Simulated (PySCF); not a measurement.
# CsRb and its ions

r²SCAN; PySCF, scalar-relativistic core potentials, basis sets Cs def2-SVPD with ECP46, Rb def2-SVPD with ECP28. Neutral (UKS): singlet (closed shell), Re = 4.613 Å, ωe = 46.4 cm⁻¹, De = 0.30 eV, HOMO -2.32 eV, LUMO -1.41 eV.

CsRb⁺ (UKS): doublet (σ ↑), Re = 5.218 Å, ωe = 34.0 cm⁻¹, De = 0.56 eV to Cs⁺ + Rb. The energies at the minima are -44.25497 hartree for CsRb and -44.12543 for CsRb⁺.

(1) Work out the adiabatic ionisation energy, without and with harmonic zero-point energies (1 hartree = 27.2114 eV, 1 eV = 8065.5 cm⁻¹), and the change of the bond length.

CsRb⁻ (UKS): doublet (σ ↑), Re = 5.208 Å, ωe = 28.9 cm⁻¹, De = 0.53 eV to Cs + Rb⁻. The energies at the minima are -44.25497 hartree for CsRb and -44.27701 for CsRb⁻.

(2) Work out the adiabatic electron affinity, without and with harmonic zero-point energies (1 hartree = 27.2114 eV, 1 eV = 8065.5 cm⁻¹), and the change of the bond length.

Closed-shell solutions of metal pairs were not tested for spin polarisation, which can lower them a little. Weak bonds: CsRb. Basis-set superposition, not corrected here, can be much of De in a small basis, most of all at correlated wavefunction levels. Spin–orbit coupling is left out. For an ion De counts to the pair picked by the measured ionisation energies or electron affinities, which need not be the lowest pair at this level. The highest Kohn–Sham level is positive in this anion. Much of that is self-interaction error, but it also means that the finite basis helps to hold the extra electron. States were picked by a PBE0 search and need not be the measured ground states.

Answers

(1) At r²SCAN: 0.12954 hartree = 3.525 eV between the minima; the zero-point term (34.0 − 46.4)/2 cm⁻¹ = -0.001 eV makes it 3.524 eV. Re changes by +60.5 pm against the neutral. Minus the HOMO energy is 2.32 eV, -1.20 eV from the value between the minima; self-interaction puts the Kohn–Sham level too high, less so with exact exchange. The electron leaves a σ orbital, and the longer bond of the ion fits a bonding orbital, or a change in how ionic the bond is.

(2) At r²SCAN: 0.02204 hartree = 0.600 eV between the minima; the zero-point term (46.4 − 28.9)/2 cm⁻¹ = +0.001 eV makes it 0.601 eV. Re changes by +59.5 pm against the neutral. The electron enters a σ orbital; the charge polarises the partner, so the anion is bound more strongly.
